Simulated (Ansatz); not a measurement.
Reactions of F2H5NSi2 (`F[SiH2]N[SiH2]F`).

Computed with Ansatz on PBE0-D4/def2-TZVP structures; ΔE is electronic, products minus reactants. CCSD(T)/CBS adds triple-zeta CCSD(T) − MP2 to the extrapolated MP2 energy (def2 sets, frozen cores). This one scheme is used for every species, atoms too. No spin–orbit coupling; open shells (•) take unrestricted orbitals. Spin–orbit coupling would lower the free atoms: a little for F. For Ge outer-core shells are correlated without core-valence functions, so the limit isn't a true one: a few kJ/mol of doubt a bond, and 10 to 20 or more in all where bonds break to atoms. Scalar relativity is left out up to krypton. One conformer a species, not always the lowest.

Order these by ΔE at CCSD(T)/CBS, lowest first. (Best estimate.)
A. `F[SiH2]N[SiH2]F` + `[CH3][GeH2][F]` → `[CH3][GeH]([F])[SiH2]F` + `N[SiH2]F`
B. `F[SiH2]N[SiH2]F` + BH₃ → `B[SiH2]N[SiH2]F` + H–F
C. `F[SiH2]N[SiH2]F` → `N[SiH](F)[SiH2]F`
D. `F[SiH2]N[SiH2]F` + H₂ → `F[SiH2]N[SiH3]` + H–F
E. `F[SiH2]N[SiH2]F` → F• + `F[SiH2]N[SiH2]`•

A (+0.79 eV), C (+1.00 eV), D (+1.36 eV), B (+1.81 eV), E (+6.98 eV).

Largest T1 diagnostic: 0.014, for `F[SiH2]N[SiH2]`•.
